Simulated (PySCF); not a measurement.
Compound: C₄H₄F₂O₃.
Bonds: O1–C2 (double), C2–O3, O3–C4, C4–C5, C5–C6, C6–F7, C6–F8, C6–O9, C2–O9. Hydrogens: H10, H11 on C4; H12, H13 on C5.

Probes without a nucleus sit at each ring's centroid and 1 Å off its mean plane on both sides; NICS is minus the shielding there, NICSzz its component along the normal. Level: GIAO PBE0/pcSseg-1 (PySCF, non-relativistic, gas phase) on the GFN2-xTB geometry, one conformer.

Ring bond lengths (Å), with Mayer bond orders in brackets: C2–O3 1.324 (1.10), O3–C4 1.425 (0.84), C4–C5 1.521 (1.02), C5–C6 1.520 (1.04), C6–O9 1.369 (0.95), O9–C2 1.374 (0.97).

Q: Give the NICS values of each ring in ppm.

A: 
| ring | type | NICS(0) | NICS(1), two faces | NICS(1)zz, two faces | rms pucker (Å) | centre to ring atoms, mean (Å) |
| --- | --- | --- | --- | --- | --- | --- |
| C2–O3–C4–C5–C6–O9 | 6-membered ring with 2 O; formal bonds all single | -3.7 | -2.0 / -2.9 | 0.5 / -0.6 | 0.20 | 1.39 |

Q: What can be read from them?

A: 
- C2–O3–C4–C5–C6–O9: mean NICS(1)zz -0.1 ppm, near zero. C4, C5, C6 have four or more neighbours, and the NICS criterion for π rings isn't applied.

Q: At the first NICS(1) probe listed for ring C2–O3–C4–C5–C6–O9, 1 Å off the ring, what do the in-plane components average?

A: The isotropic value is a third of the trace: (3 × -2.0 − (0.5))/2 = -3.2 ppm.

Q: How shielded are the nuclei of the rings and their hydrogens (means over atoms taken as equivalent)?

A: 
```json
{"atoms": "C2", "environment": "carbonate carbon", "σ isotropic (ppm)": "40.6", "principal values of the symmetric part, first atom (ppm)": "-60.4, 54.5, 127.5"}
{"atoms": "O3", "environment": "oxygen singly bound to a carbonyl carbon", "σ isotropic (ppm)": "189.8", "principal values of the symmetric part, first atom (ppm)": "67.7, 239.8, 261.9"}
{"atoms": "C4", "environment": "sp3 carbon bound to oxygen", "σ isotropic (ppm)": "121.7", "principal values of the symmetric part, first atom (ppm)": "93.4, 104.6, 167.2"}
{"atoms": "C5", "environment": "ring CH2 carbon", "σ isotropic (ppm)": "153.3", "principal values of the symmetric part, first atom (ppm)": "141.7, 157.9, 160.4"}
{"atoms": "C6", "environment": "CF2 carbon", "σ isotropic (ppm)": "57.8", "principal values of the symmetric part, first atom (ppm)": "48.1, 56.1, 69.2"}
{"atoms": "O9", "environment": "oxygen singly bound to a carbonyl carbon", "σ isotropic (ppm)": "112.6", "principal values of the symmetric part, first atom (ppm)": "47.8, 117.8, 172.1"}
{"atoms": "H10 (×2)", "environment": "methylene hydrogen", "σ isotropic (ppm)": "27.16", "principal values of the symmetric part, first atom (ppm)": "22.5, 26.4, 32.8"}
{"atoms": "H12 (×2)", "environment": "methylene hydrogen", "σ isotropic (ppm)": "29.46", "principal values of the symmetric part, first atom (ppm)": "25.9, 27.4, 34.9"}
```
